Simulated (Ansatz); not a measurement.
C2H6N, SMILES `C[N+]C` (triplet; the order of the spin states depends on the level) (charge 1, multiplicity 3). This triplet lies 0.17 eV below the relaxed singlet at the level frozen-core CCSD(T)/cc-pVTZ // B3LYP-D3(BJ)/def2-TZVP (Ansatz, an electronic-structure program); other levels give the other order.

Cartesian coordinates (Å):
SMILES: C[N+]C
```xyz
9

C      1.3169     0.2432     0.0687
N      0.0296    -0.1525     0.4084
C     -1.3136    -0.2604     0.0718
H      1.3236     1.3223    -0.1533
H      1.6584    -0.3271    -0.8096
H      1.9956     0.0467     0.9083
H     -1.4154    -0.8552    -0.8499
H     -1.7385     0.7450    -0.0763
H     -1.8567    -0.7619     0.8827
```
Charge +1, spin multiplicity 3.

Frozen-core energies in 6-31g from Ansatz at a geometry from B3LYP-D3(BJ)/def2-TZVP; the HF reference has <S^2> = 2.03 and the T1 diagnostic is 0.017.

| level | energy (Ha) |
|---|---|
| HF | -133.29607 |
| MP2 | -133.53176 |
| CCSD | -133.57509 |
| CCSD(T) | -133.58096 |

Problem. Estimate the energies of CCSDT and CCSDT(Q), and give each level's difference from CCSDT(Q).

Solution. 
| level | energy (Ha) | difference from CCSDT(Q) (mHa) |
|---|---|---|
| MP2 | -133.53176 | 50.37 |
| CCSD | -133.57509 | 7.04 |
| CCSD(T) | -133.58096 | 1.17 |
| CCSDT | -133.58181 | 0.32 |
| CCSDT(Q) | -133.58213 | 0.00 |
